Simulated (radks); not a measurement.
Values are calculated unless marked as measured or tabulated.
Task: All-electron atom: the hafnium ion Hf+ in [Xe] 4f14 5d1 6s1 6p1 (not the ground configuration). Code: a radial shooting solver on a logarithmic mesh with Libxc functionals. Model: scalar-relativistic Kohn-Sham, BLYP, spin-unpolarised, spherical densities, finite nucleus; Fermi nuclear charge, rms radius 5.347 fm. Some entries of the table are withheld. Estimate them.

orbital,occ.,eigenvalue (hartree),<r> (bohr)
1s,2,-2399.102,0.01899
2s,2,(1),0.08038
2p,6,-360.7145,0.07172
3s,2,-93.85846,0.2087
3p,6,-78.93671,0.2085
3d,10,-61.24947,0.1890
4s,2,-19.21047,(2)
4p,6,-14.31372,(3)
4d,10,-7.98053,0.5352
5s,2,-2.85052,1.132
5p,6,-1.68911,1.332
4f,14,-1.00598,0.6755
6s,1,-0.46343,3.066
5d,1,-0.43193,2.127
6p,1,-0.27445,3.973

Result: 
(1) 2s eigenvalue (hartree): -410.6442
(2) 4s <r> (bohr): 0.4683
(3) 4p <r> (bohr): 0.4977
